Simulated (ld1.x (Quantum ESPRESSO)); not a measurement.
**Varying the PAW potential for nickel (Ni)**

Base potential:

```json
{
  "Element": "Ni (Z = 28)",
  "Generator": "ld1.x (Quantum ESPRESSO) 7.5",
  "Type": "PAW",
  "Functional": "PBE",
  "Relativity": "scalar-relativistic",
  "Frozen core": "[Ar]",
  "Valence charge": "10",
  "Reference configuration": "3d8 4s1.5 4p0 (charge +0.5)",
  "Partial waves": "4s (bound): rcut 1.90, rcutus 2.10 bohr; 4s channel at 0.5 Ry: rcut 1.90, rcutus 2.10 bohr; 4p (bound, empty): rcut 2.65, rcutus 3.00 bohr; 4p channel at 0.05 Ry: rcut 2.65, rcutus 3.00 bohr; 3d (bound): rcut 1.15, rcutus 1.35 bohr; 3d channel at 0.7 Ry: rcut 1.15, rcutus 1.35 bohr",
  "Local potential": "all-electron potential smoothed inside 2.95 bohr (lloc = -1)",
  "Core correction": "Bessel-smoothed model core inside 0.70 bohr",
  "Augmentation charge": "PSQ, inside the norm-conserving radii"
}
```

Cutoffs, loose and tight: the cutoffs (Ry, on a coarse ladder) from which the occupation-weighted sum of valence levels, in a spherical-Bessel basis at the reference potential, stays within 10 and 1 mRy of its value at 400 Ry. They do not see the model core or the augmentation charge, which bear on the density cutoff. Test errors are all-electron minus pseudo excitation energies from the reference, over the configurations 3d8 4s2 4p0; 3d8 4s1 4p0; 3d8 4s0 4p0; 3d9 4s1 4p0; 3d8 4s0 4p2; 3d7 4s0 4p0; 3d7 4s2 4p0. A dash means not determined; rows that change the core or the reference have their own tests. The largest error is taken over the tests solved by every variant that gives reliable tests at all: 3d7 4s0 4p0; 3d8 4s0 4p0; 3d8 4s0 4p2; 3d8 4s1 4p0; 3d8 4s2 4p0; 3d9 4s1 4p0.

A true bound ghost makes a file unfit for plane-wave use even where its test errors are small: the radial tests pick states by their node count and pass the ghost by.

| change | outcome | cutoff, loose | cutoff, tight | bound ghosts | largest test error (meV) |
| --- | --- | --- | --- | --- | --- |
| base | generated | 60 Ry | 110 Ry | none | -241 |
| local potential all-electron potential smoothed inside 1.38 bohr (lloc = -1) | generated | 60 Ry | 100 Ry | none | -222 |
| local potential all-electron potential smoothed inside 1.72 bohr (lloc = -1) | generated | 60 Ry | 100 Ry | none | -222 |
| local potential all-electron potential smoothed inside 1.92 bohr (lloc = -1) | generated | 60 Ry | 100 Ry | none | -223 |
| local potential all-electron potential smoothed inside 2.14 bohr (lloc = -1) | generated | 60 Ry | 100 Ry | none | -226 |
| local potential all-electron potential smoothed inside 2.44 bohr (lloc = -1) | generated | 60 Ry | 100 Ry | none | -231 |
| local potential all-electron potential smoothed inside 2.68 bohr (lloc = -1) | generated | 60 Ry | 100 Ry | none | -236 |
| local potential all-electron potential smoothed inside 2.92 bohr (lloc = -1) | generated | 60 Ry | 110 Ry | none | -240 |
| local potential all-electron potential smoothed inside 3.18 bohr (lloc = -1) | generated | 60 Ry | 110 Ry | s | -245 |
| local potential all-electron potential smoothed inside 3.42 bohr (lloc = -1) | generated | 60 Ry | 110 Ry | none | -248 |

Q: What comes out with this change to the base: local potential all-electron potential smoothed inside 1.22 bohr (lloc = -1)?

A: outcome: generated; cutoff, loose: 60 Ry; cutoff, tight: 100 Ry; bound ghosts: s; largest test error (meV): -222.

Reading the sweep of the rcloc (base included, trends over the rows without a ghost): The loose cutoff stays near 60 Ry. The median size of the test errors (rows with all tests solved) rises from 7.5 meV at 1.72 to 10.0 meV at 3.42 bohr. Bound ghosts are found at 1.22, 3.18 bohr.
